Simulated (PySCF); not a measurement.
Al(F)(Me)(NHMe) (C2H7AlFN), SMILES [F][Al]([CH3])[NH]C.

The structure is a stationary point at B3LYP-D3(BJ)/def2-SVP. One conformer was computed; it need not be the lowest.

Method: PBE/def2-TZVP in PySCF.

Symmetry labels are those of the subgroup Cs that the program uses (full group Cs).

Computed valence orbital energies around the gap with their symmetry:
```json
[
 {"orbital": "HOMO−7", "symmetry": "A'", "energy (eV)": "-10.04"},
 {"orbital": "HOMO−6", "symmetry": "A\"", "energy (eV)": "-9.64"},
 {"orbital": "HOMO−5", "symmetry": "A'", "energy (eV)": "-9.53"},
 {"orbital": "HOMO−4", "symmetry": "A\"", "energy (eV)": "-8.94"},
 {"orbital": "HOMO−3", "symmetry": "A'", "energy (eV)": "-8.85"},
 {"orbital": "HOMO−2", "symmetry": "A'", "energy (eV)": "-8.50"},
 {"orbital": "HOMO−1", "symmetry": "A'", "energy (eV)": "-7.24"},
 {"orbital": "HOMO", "symmetry": "A\"", "energy (eV)": "-5.50"},
 {"orbital": "LUMO", "symmetry": "A'", "energy (eV)": "-0.79"},
 {"orbital": "LUMO+1", "symmetry": "A\"", "energy (eV)": "-0.41"},
 {"orbital": "LUMO+2", "symmetry": "A'", "energy (eV)": "0.50"},
 {"orbital": "LUMO+3", "symmetry": "A'", "energy (eV)": "0.74"}
]
```
